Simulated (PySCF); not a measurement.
**Working with the constants of CI**

UHF-CCSD(T) constants of CI, ²Π (doublet), unpaired electrons π ↑ (PySCF, scalar-relativistic core potentials, basis sets C def2-TZVPP, I def2-TZVPP with ECP28; masses 12.0000 and 126.9045 u):

| Property | Result |
| --- | --- |
| ωe | 641.7 cm⁻¹ |
| ωexe | 3.23 cm⁻¹ |
| Be | 0.37436 cm⁻¹ |
| αe | 0.00290 cm⁻¹ |
| D (centrifugal) | 5.1e-07 cm⁻¹ |
| De to C + I | 2.83 eV |

(1) Give the vibrational terms G(v) and spacings up to v = 3.

(2) How well does the Morse estimate ωe²/(4ωexe) reproduce De, and what is D0?

Correlated steps freeze 5 core orbitals. These are scalar-relativistic numbers at best; spin–orbit coupling would shift them, the dissociation energy most. The state is the lowest determinant that a PBE0 search found; another state may lie lower at other levels.

Answers

(1) G(v) = ωe(v+½) − ωexe(v+½)².

```tsv
v	G(v) (cm⁻¹)	G(v) − G(v−1)	Bv (cm⁻¹)
0	320		0.3729
1	955	635	0.3700
2	1584	629	0.3671
3	2206	622	0.3642
```

(2) It gives 3.95 eV, 140 % of the computed De. D0 = De − G(0) = 2.83 − 0.04 = 2.79 eV.
